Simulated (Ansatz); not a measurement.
Q: Name a neutral molecule of C, N, Si and H with HOMO–LUMO gap (PBE0/def2-TZVPP) between 5.45 and 5.75 eV and HOMO–LUMO gap (ωB97M-V/def2-TZVPP) between 9.90 and 10.20 eV (Ansatz, PBE0-D4/def2-TZVP geometry).

A: `C1=N[SiH2]C[SiH2]1` (5.59 eV, 10.06 eV); `N=C1C[SiH2]1` (5.67 eV, 10.08 eV); `N[SiH]1C=N1` (5.55 eV, 10.03 eV); `[SiH3]/C=C1C=N\1` (5.52 eV, 10.00 eV); `N=C([SiH3])[SiH3]` (5.61 eV, 10.09 eV); `N=C([SiH3])[SiH2]N` (5.50 eV, 9.96 eV). Other molecules can fit too; these were computed, each in one conformer that needn't be the lowest.
